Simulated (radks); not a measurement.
Task: The indium ion In7+, configuration [Kr] 4d6. Calculated with a radial shooting solver on a logarithmic mesh with Libxc functionals: scalar-relativistic Kohn-Sham, PBE, spin-polarised, spherical densities, finite nucleus; open shells are filled with parallel spins first (spin-orbit coupling, left out, can overturn this in heavy ions); Fermi nuclear charge, rms radius 4.6156 fm. Some entries of the table are withheld. Estimate them.

orbital  occ.  eigenvalue (hartree)  <r> (bohr)  <r^2> (bohr^2)
1s up       1             -1024.237     0.02971        0.001195
1s down     1             -1024.237     0.02971        0.001195
2s up       1             -157.0947      0.1285         0.01947
2s down     1             -157.0508      0.1285         0.01947
2p up       3             -141.4493      0.1122         0.01536
2p down     3             -141.4159      0.1122         0.01536
3s up       1             -33.27859      0.3483          0.1388
3s down     1             -33.25735      0.3483          0.1386
3p up       3             -28.15772      0.3468          0.1396
3p down     3             -28.13325      0.3467          0.1394
3d up       5             -20.22152      0.3237          0.1245
3d down     5             -20.18287      0.3236          0.1244
4s up       1              -8.53249      0.8274          0.7713
4s down     1              -8.37227      0.8263          0.7699
4p up       3              -6.95270      0.8835          0.8854
4p down     3              -6.79027      0.8834          0.8864
4d up       5              -4.59712         (1)           1.179
4d down     1              -4.43879         (2)           1.194

Result: 
(1) 4d up <r> (bohr): 1.011
(2) 4d down <r> (bohr): 1.016
